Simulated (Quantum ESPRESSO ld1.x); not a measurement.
Q: These are the eigenvalues of the occupied orbitals of an atom or ion with whole-number occupations (eV). All-electron calculation, scalar-relativistic Kohn-Sham, LDA (Slater exchange, VWN5 correlation), spin-polarised, spherical densities, point nucleus. Program: ld1.x of Quantum ESPRESSO 7.5.

orbital  eigenvalue
1s up     -8421.702
1s down   -8421.689
2s up     -1212.462
2s down   -1211.326
2p up     -1076.494
2p down   -1075.621
3s up      -313.968
3s down    -312.140
3p up      -272.972
3p down    -271.157
3d up      -208.559

Which element is it, and in what charge state? The configuration may be excited. Open shells, if any, are filled with parallel spins first.

A: Z = 28, nickel, charge +9: Ni9+ in [Ar] 3d1. The list shows which subshells hold electrons but not how many an open one holds; the 1s level, -309.49 hartree, gives Z - s = 24.9 by -(Z - s)^2/2, which with screening and relativity narrows Z to a few neighbours, and the depths of the outer levels then fix element, charge and occupations together.
